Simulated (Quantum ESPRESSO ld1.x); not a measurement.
Results of a calculation; reference values are marked as such.
Tc2+, 41 electrons, occupied as [Kr] 4d5. Level of theory: Dirac Kohn-Sham, LDA (Slater exchange, Gunnarsson-Lundqvist correlation), spin-unpolarised, spherical densities, point nucleus; open shells are shared between the two j in proportion to 2j + 1 (ld1.x of Quantum ESPRESSO 7.5).

Spin-orbit splittings of the eigenvalues, e(l+1/2) - e(l-1/2), with zeta = 2 splitting/(2l+1) and mean radii in bohr:

shell	occ.	splitting (eV)	zeta (eV)	<r> j=l-1/2	<r> j=l+1/2
2p	6	118.1	78.71	0.1272	0.1318
3p	6	19.76	13.17	0.4096	0.4202
3d	10	3.801	1.521	0.3972	0.4007
4p	6	2.999	1.999	1.149	1.180
4d	5	0.3102	0.1241	1.607	1.623
4f	0	0	0	6.448	6.449
5p	0	0.3510	0.2340	3.279	3.348
5d	0	0.03810	0.01524	5.085	5.114
